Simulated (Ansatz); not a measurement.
Consider the redistribution: `[SiH3][SnH2][SiH3]` + `C[CH2][InH2]` → `[SiH3][CH2][InH2]` + `[CH3][SnH2][SiH3]`.

Computed with Ansatz on PBE0-D4/def2-TZVP structures; ΔE is electronic, products minus reactants. CBS: MP2 limit from def2 TZ/QZ plus the TZ coupled-cluster correction, frozen cores. Functionals use def2-TZVPP. B3LYP here is the variant with VWN-RPA as its local correlation; programs differ in this. def2 core potentials past Kr. For In, Sn outer-core shells are correlated without core-valence functions, which leaves a few kJ/mol of doubt a bond.

**Question.** Is it downhill or uphill in electronic energy at CCSD(T)/CBS, and by how much? (An estimate is asked.)

**Answer.** Ansatz gave: Downhill: ΔE = -21.1 kJ/mol.

**Question.** What do these levels give: LDA (SPW92), r2SCAN-D4, B97M-V, r2SCANh-D4, ωB97M-V, revPBE, B3LYP, r2SCAN0, LC-ωPBE, RPA@PBE/def2-TZVPP, CCSD(T)/def2-TZVPP, MP2/def2-QZVPP? (Estimate.)

**Answer.** Ansatz gave: LDA (SPW92) -4.7, r2SCAN-D4 -15.5, B97M-V -19.0, r2SCANh-D4 -15.2, ωB97M-V -19.4, revPBE -7.2, B3LYP -12.2, r2SCAN0 -14.7, LC-ωPBE -16.1, RPA@PBE/def2-TZVPP -21.2, CCSD(T)/def2-TZVPP -21.5, MP2/def2-QZVPP -26.4 kJ/mol.

Largest T1 diagnostic among the species: 0.013.

Leaving LDA and LC-ωPBE aside and taking each functional with its dispersion term where it has one, the values, not all of them listed here, spread over 12.1 kJ/mol, from ωB97M-V to PBE-D4. From BLYP to BHLYP (50 % exact exchange), in def2-TZVPP and without D4, ΔE moves by −4.5 kJ/mol. At CCSD(T), def2-SVP lies +18.3 kJ/mol from the extrapolated value and def2-TZVPP −0.4 kJ/mol.
